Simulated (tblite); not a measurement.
Species: C6H5FSi.
Atom-mapped SMILES: `[CH:1]#[C:2][Si@@H:3]1[CH:4]=[CH:5][CH:6]=[C:7]1[F:8]` (hydrogens: H9 on C1; H10 on Si3; H11 on C4; H12 on C5; H13 on C6)

The geometry is computed with GFN2-xTB (gas phase).

Q: What internal coordinates does the optimisation give?

A: 
| bond | length (pm) |
| --- | --- |
| C1≡C2 | 120.2 |
| C2–Si3 | 184.7 |
| Si3–C4 | 188.7 |
| C4=C5 | 133.9 |
| C5–C6 | 145.5 |
| C6=C7 | 133.6 |
| C7–F8 | 134.8 |
| Si3–C7 | 190.6 |
| C1–H9 | 105.2 |
| Si3–H10 | 146.2 |
| C4–H11 | 107.7 |
| C5–H12 | 108.1 |
| C6–H13 | 107.9 |

A selection of angles:
| angle | degrees |
| --- | --- |
| C1–C2–Si3 | 179.5 |
| C2–Si3–C4 | 113.2 |
| C2–Si3–C7 | 110.9 |
| C4–Si3–C7 | 87.4 |
| Si3–C4–C5 | 109.9 |
| C4–C5–C6 | 117.3 |
| C5–C6–C7 | 114.3 |
| C6–C7–F8 | 122.4 |
| Si3–C7–C6 | 111.0 |
| Si3–C7–F8 | 126.5 |

Dihedral angles: C2–Si3–C4–C5 -112° (anticlinal); Si3–C4–C5–C6 0° (synperiplanar); C4–C5–C6–C7 0° (synperiplanar); C5–C6–C7–F8 180° (antiperiplanar); C2–Si3–C7–C6 114° (anticlinal).

The 4 C–C bonds span 1.202 Å (C1≡C2, drawn triple) to 1.455 Å (C5–C6, drawn single), a spread of 0.253 Å. The C–Si distances run from 1.847 Å (C2–Si3, drawn single) to 1.906 Å (Si3–C7, drawn single), a spread of 0.059 Å. The 5-membered ring Si3–C4–C5–C6–C7 has internal angles of 87.4° to 117.3° (sum 540°, against 540° for a flat polygon); it is planar, 0.00 Å rms from its mean plane, widest ring torsion 0°. Si3 (SiH silicon) has angles from 87.4° to 116.6°.

Point group: C1 (no symmetry element, even within 0.4 Å). Its GFN2-xTB frequencies are all real (lowest 74 cm⁻¹).

On one thread, Intel Xeon Platinum 8488C (x86_64), no GPU, shared host with 96 logical CPUs at a one-minute load of 34, this took 0.19 s of wall time. That covers the optimisation of the geometry.
